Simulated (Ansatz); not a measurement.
TCNQ (C₁₂H₄N₄). Charge 0, multiplicity 1. Geometry PBE-D4/def2-SVP, basis def2-TZVP, Ansatz.

```csv
atom,x (Å),y (Å),z (Å)
N1,3.5511,-1.9539,-2.4583
C2,2.4496,-2.0224,-2.0519
C3,1.1149,-2.0928,-1.5529
C4,0.3673,-3.2655,-1.8715
N5,-0.2579,-4.2279,-2.1282
C6,0.5607,-1.0526,-0.7816
C7,1.3311,0.1286,-0.4676
C8,0.7924,1.1398,0.2828
C9,-0.5610,1.0530,0.7808
C10,-1.1148,2.0928,1.5531
C11,-2.4493,2.0218,2.0527
N12,-3.5506,1.9528,2.4595
C13,-0.3670,3.2650,1.8725
N14,0.2586,4.2270,2.1301
C15,-1.3315,-0.1279,0.4665
C16,-0.7928,-1.1392,-0.2839
H17,2.3629,0.2029,-0.8427
H18,1.3865,2.0358,0.5173
H19,-2.3633,-0.2022,0.8416
H20,-1.3869,-2.0352,-0.5184
```

| run | HOMO (eV) | LUMO (eV) |
| --- | --- | --- |
| A | -7.44 | -5.48 |
| B | -6.98 | -5.59 |
| C | -7.76 | -5.15 |
| D | -8.43 | -4.44 |
| E | -7.15 | -5.65 |

**Question.** The runs used BHLYP, PBE, PBE0, r2SCAN, r2SCANh. Estimate which is which.

**Answer.** A r2SCANh (10 % exact exchange); B PBE (0 % exact exchange); C PBE0 (25 % exact exchange); D BHLYP (50 % exact exchange); E r2SCAN (0 % exact exchange). Exact exchange lowers occupied and raises empty levels; among semilocal functionals meta-GGAs tend to open the gap a little, and such runs are hard to tell apart. The gap grows from 1.39 eV (PBE) to 3.99 eV (BHLYP).
